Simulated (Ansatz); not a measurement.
`FC(Cl)C[SiH3]` + `B[N](C)[GeH3]` → `C[N]([SiH3])[GeH3]` + `BCC(F)Cl`  (redistribution)

Gas-phase electronic energies from Ansatz, PBE0-D4/def2-TZVP geometries. CCSD(T)/CBS adds triple-zeta CCSD(T) − MP2 to the extrapolated MP2 energy (def2 sets, frozen cores). DFT in def2-TZVPP. For Ge outer-core shells are correlated without core-valence functions, which leaves a few kJ/mol of doubt a bond. Scalar relativity is left out up to krypton. One conformer a species, not always the lowest.

CCSD(T)/CBS gives +21.9 kcal/mol.

(1) Another level gave +22.6 kcal/mol. Which?
A. HF/def2-TZVPP
B. PBE0-D4/def2-TZVPP
C. SCS-MP2/def2-TZVPP
D. PBE/def2-TZVPP

Largest T1 diagnostic among the species: 0.013.

Results:

(1) B. PBE0-D4 22.6, HF/def2-TZVPP 17.8, SCS-MP2/def2-TZVPP 21.5, PBE 24.4 kcal/mol.

From PBE to PBE0 (25 % exact exchange), in def2-TZVPP and without D4, ΔE moves by −1.5 kcal/mol. In def2-TZVPP, CCSD(T) changes the Hartree–Fock value by +4.7 kcal/mol (the triples alone add +0.9 kcal/mol) and MP2 by +4.4 kcal/mol.
